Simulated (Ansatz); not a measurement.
C2H7S (SMILES CC[SH2+]), charge +1, singlet, at a GFN2-xTB geometry, atoms displaced at random by about 0.02 Å a coordinate. Base run: HF/def2-SVP in Ansatz (a first-principles code).

Input for Ansatz:
Ansatz 0.2 input:
```yaml
crystal:
  periodic: [false, false, false]
  atoms:
    - {symbol: C, position_ang: [1.55429565, 0.75291640, 0.08557851]}
    - {symbol: C, position_ang: [0.02745245, 0.88563673, 0.07147021]}
    - {symbol: S, position_ang: [-0.74878576, -0.79725075, -0.14531635]}
    - {symbol: H, position_ang: [-2.01433345, -0.48200855, 0.28237614]}
    - {symbol: H, position_ang: [-0.36979996, 1.30597592, 0.99179201]}
    - {symbol: H, position_ang: [-0.30761047, 1.54018151, -0.76479983]}
    - {symbol: H, position_ang: [1.97306552, 1.73167605, 0.20994801]}
    - {symbol: H, position_ang: [1.87144431, 0.14154796, 1.00695278]}
    - {symbol: H, position_ang: [1.91341647, 0.27818946, -0.77984575]}
    - {symbol: H, position_ang: [-0.37722396, -1.32295444, 1.00299666]}
basis:
  gaussian:
    orbitals: def2-SVP
hamiltonian:
  xc: hf
total_charge: 1
relax: {}
```

The base run was repeated with changes; each row names its change, and settings that it needs were set with it.

| change | ΔE vs base (µEh) | optimiser steps |
|---|---|---|
| base | 0.0 | 8 |
| relax = f_tol: 0.05 | 28.1 | 4 |
| relax = f_tol: 0.1 | 28.1 | 4 |
| relax = f_tol: 0.0005 | 0.0 | 10 |
| relax = max_displacement: 0.02 | 0.2 | 12 |
| relax = max_displacement: 0.5 | 0.1 | 7 |
| relax = escape_saddle: false | 0.0 | 8 |
